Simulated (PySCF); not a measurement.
From one molecule to another.

First species: C₃H₈N₂Si.
InChI=1S/C3H8N2Si/c4-1-2-6-3-5/h1-2,4,6H2

Second species: C5H4O2SSi.
SMILES: `C#C[SiH2]SC(=C=O)C=O`

Levels: wB97X-D/def2-SVPD for dipole moment, HOMO energy, LUMO energy, HOMO–LUMO gap, static isotropic polarisability and electronic spatial extent ⟨r²⟩ about the centre of nuclear charge; TDDFT wB97X-D/def2-SVPD for lowest singlet excitation; TDA wB97X-D/def2-SVPD for lowest triplet excitation (Tamm–Dancoff); GFN2-xTB for rotational constant A and rotational constant C. Geometries: GFN2-xTB. Each structure is a single optimised conformer of the isolated species, non-relativistic unless stated. Electronic properties by PySCF.

Dipoles, sizes and rotational constants follow the conformer. The torsions of the flexible species, by atom-mapped SMILES:
- `[N:1]#[C:2][SiH2:3][CH2:4][CH2:5][NH2:6]`: C2–Si3–C4–C5 -162°, Si3–C4–C5–N6 -35°, H–N6–C5–C4 -74°, H–N6–C5–C4 166°
- `[CH:1]#[C:2][SiH2:3][S:4][C:5](=[C:6]=[O:7])[CH:8]=[O:9]`: C2–Si3–S4–C5 64°, Si3–S4–C5–C6 -170°, S4–C5–C8–O9 -2°

```tsv
property	column X	column Y
dipole moment	2.39 D	6.45 D
HOMO energy	-8.51 eV	-9.83 eV
LUMO energy	-0.74 eV	1.67 eV
HOMO–LUMO gap	7.77 eV	11.50 eV
lowest singlet excitation	2.82 eV	7.01 eV
lowest triplet excitation (Tamm–Dancoff)	2.53 eV	6.14 eV
static isotropic polarisability	110.9 au	74.0 au
electronic spatial extent ⟨r²⟩ about the centre of nuclear charge	1667 bohr²	947 bohr²
rotational constant A	2.054 GHz	8.633 GHz
rotational constant C	0.702 GHz	1.226 GHz
```

Task: Which column belongs to which species?

Result: Column X is the second species and column Y the first. The first has 14 atoms and 54 electrons, the second 13 and 80.

Task: How does each property change from the first species to the second?

Result: dipole moment -4.06 D; HOMO energy +1.32 eV; LUMO energy -2.41 eV; HOMO–LUMO gap -3.73 eV; lowest singlet excitation -4.19 eV; lowest triplet excitation (Tamm–Dancoff) -3.61 eV; static isotropic polarisability +36.9 au; electronic spatial extent ⟨r²⟩ about the centre of nuclear charge +720 bohr²; rotational constant A -6.579 GHz; rotational constant C -0.524 GHz.

On the first: The dipole matches unit charges of opposite sign 1.34 Å apart (1 e·Å = 4.8032 D). The 8 singlets span 7.01 to 8.29 eV, and their oscillator strengths add up to 0.06.

On the second: S1 lies 4.95 eV below the HOMO–LUMO gap; its leading configuration is HOMO→LUMO, weight 0.95. In wavenumbers S1 is 22800 cm⁻¹ (1 eV = 8065.54 cm⁻¹).
